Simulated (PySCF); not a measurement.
A structure optimised at PBE-D3(BJ)/def2-SVP, used in a PySCF frequency run:

```
Nb
C 1 2.1575
H 2 1.1058 1 112.16
H 2 1.1058 3 111.39 1 126.65
H 2 1.1149 3 108.79 4 119.91
Cl 1 2.2902 2 117.89 3 63.12
Cl 1 2.2987 2 117.34 3 -116.88
Cl 1 2.3319 2 85.04 3 -27.83
Cl 1 2.3319 2 85.04 3 154.06
```

Problem. Write its SMILES, formula and point group.

Solution. [CH3][Nb]([Cl])([Cl])([Cl])[Cl], CH3Cl4Nb, Cs

Problem. What are its rotational constants (standard atomic weights)?

Solution. 1.1233, 0.93700, 0.74433 GHz
